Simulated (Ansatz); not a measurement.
Program: Ansatz. Geometries: PBE0-D4/def2-TZVP. ΔE: electronic, gas phase. CCSD(T)/CBS adds triple-zeta CCSD(T) − MP2 to the extrapolated MP2 energy (def2 sets, frozen cores). Functionals use def2-TZVPP. B3LYP here is the variant with VWN-RPA as its local correlation; programs differ in this. For Se outer-core shells are correlated without core-valence functions, which leaves a few kJ/mol of doubt a bond. Scalar relativity is left out up to krypton. Each species was taken in one conformer, which may not be the lowest.

`OP[SiH2][SiH3]` + `ClC[SiH2][SeH]` → `OP[SiH2][SeH]` + `[SiH3][SiH2]CCl`  (redistribution)

```json
{"level": "PBE-D4", "ΔE (kJ/mol)": "7.3", "difference from CCSD(T)/CBS": "-1.0"}
{"level": "r2SCAN-D4", "ΔE (kJ/mol)": "8.3", "difference from CCSD(T)/CBS": "0.0"}
{"level": "PBE0-D4", "ΔE (kJ/mol)": "7.5", "difference from CCSD(T)/CBS": "-0.8"}
{"level": "B3LYP-D4", "ΔE (kJ/mol)": "6.6", "difference from CCSD(T)/CBS": "-1.7"}
{"level": "ωB97X-V", "ΔE (kJ/mol)": "7.2", "difference from CCSD(T)/CBS": "-1.1"}
{"level": "ωB97M-V", "ΔE (kJ/mol)": "7.9", "difference from CCSD(T)/CBS": "-0.4"}
{"level": "r2SCAN", "ΔE (kJ/mol)": "8.4", "difference from CCSD(T)/CBS": "0.1"}
{"level": "PBE0", "ΔE (kJ/mol)": "7.9", "difference from CCSD(T)/CBS": "-0.4"}
{"level": "B3LYP", "ΔE (kJ/mol)": "7.2", "difference from CCSD(T)/CBS": "-1.1"}
{"level": "HF/def2-TZVPP", "ΔE (kJ/mol)": "7.0", "difference from CCSD(T)/CBS": "-1.3"}
{"level": "MP2/def2-TZVPP", "ΔE (kJ/mol)": "8.9", "difference from CCSD(T)/CBS": "0.6"}
{"level": "SCS-MP2/def2-TZVPP", "ΔE (kJ/mol)": "8.2", "difference from CCSD(T)/CBS": "-0.1"}
{"level": "CCSD/def2-TZVPP", "ΔE (kJ/mol)": "8.1", "difference from CCSD(T)/CBS": "-0.2"}
{"level": "HF/CBS(def2)", "ΔE (kJ/mol)": "6.9", "difference from CCSD(T)/CBS": "-1.4"}
{"level": "MP2/CBS(def2)", "ΔE (kJ/mol)": "8.9", "difference from CCSD(T)/CBS": "0.6"}
{"level": "CCSD/CBS(def2)", "ΔE (kJ/mol)": "8.1", "difference from CCSD(T)/CBS": "-0.2"}
{"level": "CCSD(T)/CBS", "ΔE (kJ/mol)": "8.3", "difference from CCSD(T)/CBS": "0"}
```

Largest T1 diagnostic among the species: 0.014.
